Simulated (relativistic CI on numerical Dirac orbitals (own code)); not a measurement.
## Crystal-field levels of W⁴⁺, 5d2

Calculated by Dirac-Coulomb-Breit CI, KLI orbitals optimised for each configuration, model QED (radiative potential, 1s self-energy scaled to tabulated hydrogen-like ionisation energies), one configuration in a parametric crystal field, unscaled Slater integrals (own radial code). With so little scaling, terms lie 10 to 35 % too far apart, which can change the order of excited levels.

Field parameters in Wybourne normalisation: D4h B²₀ = −7Ds, B⁴₀ = 21(Dq − Dt), B⁴₄ = 21√(5/14) Dq. The field is a parameter set, without covalency.

S is read from ⟨S²⟩ = S(S + 1).

Levels (cm⁻¹, degeneracy): 0 (1), 341 (1), 1085 (2), 1110 (1), 4287 (1), 5748 (2), 6738 (1), 13891 (1), 14236 (2), 16430 (1), 17160 (1), 27887 (1).

(1) Which field gives this pattern?
A. D4h, 10Dq = 30050, Ds = -1090, Dt = 320 cm⁻¹
B. D4h, 10Dq = 30050, Ds = -680, Dt = 320 cm⁻¹
C. D4h, 10Dq = 30050, Ds = 950, Dt = 320 cm⁻¹
D. D4h, 10Dq = 30050, Ds = -270, Dt = 320 cm⁻¹

Results:

(1) D. D4h, 10Dq = 30050, Ds = -270, Dt = 320 cm⁻¹, ground level with S = 0.98.
